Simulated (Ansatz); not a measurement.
A structure relaxed at PBE0-D4/def2-TZVP, charge 0, multiplicity 1:

```tsv
atom	x (Å)	y (Å)	z (Å)
N1	1.137	-1.463	1.990
Al2	0.473	-0.711	0.544
Si3	-0.955	1.605	-0.017
B4	-0.297	0.197	-1.017
Zn5	-0.275	-0.222	-2.976
H6	2.033	-1.241	2.397
H7	0.653	-2.132	2.568
H8	-0.822	1.698	1.475
H9	-1.691	2.822	-0.467
H10	-0.256	-0.552	-4.497
```

Q: Give its formula and SMILES.

A: AlBH5NSiZn, `[NH2][Al]1[SiH2][B]1[ZnH]`.

Q: Point group (tolerance 0.08 Å, 0.16 Å for H)?

A: Cs.

Q: Summarise the bond lengths by kind.

A: 1 × Al–N 1.760 Å; 2 × H–N 1.008 Å; 1 × Al–Si 2.777 Å; 1 × Al–B 1.963 Å; 1 × B–Si 1.848 Å; 2 × H–Si 1.492 to 1.500 Å; 1 × B–Zn 2.004 Å; 1 × H–Zn 1.556 Å.

All numbers were calculated with Ansatz.
